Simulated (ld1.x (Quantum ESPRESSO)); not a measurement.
## Sn (Z = 50): variants of one TM potential

Base potential:

ld1.x (Quantum ESPRESSO) 7.5 input, shortened:

```
&input
   title='Sn', zed=50., rel=2, dft='PZ', iswitch=3,
   config='[Kr] 4d10 5s2 5p1', rel_dist='average'
 /
 &inputp
   pseudotype=2, tm=.true., lloc=2,
   nlcc=.true., rcore=1.05
 /
3
5S  1  0   2.00   0.00  2.05  2.05  0.0
5P  2  1   1.00   0.00  2.55  2.55  0.0
4D  3  2  10.00   0.00  1.40  1.40  0.0
 &test
   configts(1)='4d10 5s2 5p1'
 /
```

Open shells are filled in proportion to 2j + 1 (rel_dist='average').

Cutoffs, loose and tight: the cutoffs (Ry, on a coarse ladder) from which the occupation-weighted sum of valence levels, in a spherical-Bessel basis at the reference potential, stays within 10 and 1 mRy of its value at 400 Ry. They do not see the model core or the augmentation charge, which bear on the density cutoff. Test errors are all-electron minus pseudo excitation energies from the reference, over the configurations 4d10 5s2 5p2; 4d10 5s2 5p0; 4d10 5s1 5p0; 4d10 5s1 5p2; 4d10 5s1 5p3; 4d10 5s2 5p1.5; 4d9 5s2 5p3. A dash means not determined; rows that change the core or the reference have their own tests.

A true bound ghost makes a file unfit for plane-wave use even where its test errors are small: the radial tests pick states by their node count and pass the ghost by.

Cutoffs are not given where the Bessel-basis levels miss the radial ones by over 6 mRy, ghosts where they miss by over 20 mRy; a channel whose overlap is not positive is not tested.

```csv
change,outcome,"cutoff, loose","cutoff, tight",bound ghosts,largest test error (meV)
base,"generated, misses its reference levels by 0.64 eV",90 Ry,140 Ry,"s, p3/2, p1/2",-272
wave 5p (bound): rc 2.55 bohr becomes 5p (bound): rc 3.44 bohr,"generated, misses its reference levels by 0.64 eV",90 Ry,140 Ry,"s, p3/2, p1/2",-168
wave 5s (bound): rc 2.05 bohr becomes 5s (bound): rc 2.18 bohr,"generated, misses its reference levels by 0.64 eV",90 Ry,140 Ry,"s, p3/2, p1/2",-270
core correction a·sin(br)/r model core inside 1.64 bohr,"generated, misses its reference levels by 0.64 eV",90 Ry,140 Ry,"s, p3/2, p1/2",-243
local potential the s channel,generated,90 Ry,140 Ry,none,-407
wave 4d (bound): rc 1.40 bohr becomes 4d (bound): rc 1.12 bohr,"generated, misses its reference levels by 0.64 eV",100 Ry,160 Ry,"s, p3/2, p1/2",-268
reference 4d10 5s2 5p2,"generated, misses its reference levels by 0.63 eV",90 Ry,140 Ry,"s, p3/2, p1/2",-51
"type PAW; waves now 5s (bound): rcut 1.80, rcutus 2.05 bohr; 5s channel at -0.8 Ry: rcut 1.80, rcutus 2.05 bohr; 5p (bound): rcut 2.20, rcutus 2.55 bohr; 5p channel at -0.1 Ry: rcut 2.20, rcutus 2.55 bohr; 4d (bound): rcut 1.20, rcutus 1.40 bohr; 4d channel at 2.6 Ry: rcut 1.20, rcutus 1.40 bohr; local potential all-electron potential smoothed inside 1.85 bohr (lloc = -1); augmentation BESSEL, radius 1.15 bohr",generated,–,–,not determined,+20
scalar-relativistic,generated,90 Ry,140 Ry,"s, p",-282
"all radii but the core radius scaled by about 0.90 (s 1.84, p 2.28, d 1.26 bohr)","generated, misses its reference levels by 0.64 eV",100 Ry,160 Ry,"s, p3/2, p1/2",-276
"core [Ar] 3d10 4s2, valence charge 20; reference 4p6 4d10 5s2 5p1; waves now 4p (bound): rc 1.35 bohr; 4d (bound): rc 0.35 bohr; 5s (bound): rc 1.75 bohr; local potential the s channel; core correction a·sin(br)/r model core inside 0.25 bohr",failed: run_pseudo: Errors in PS-KS equation,–,–,–,–
```
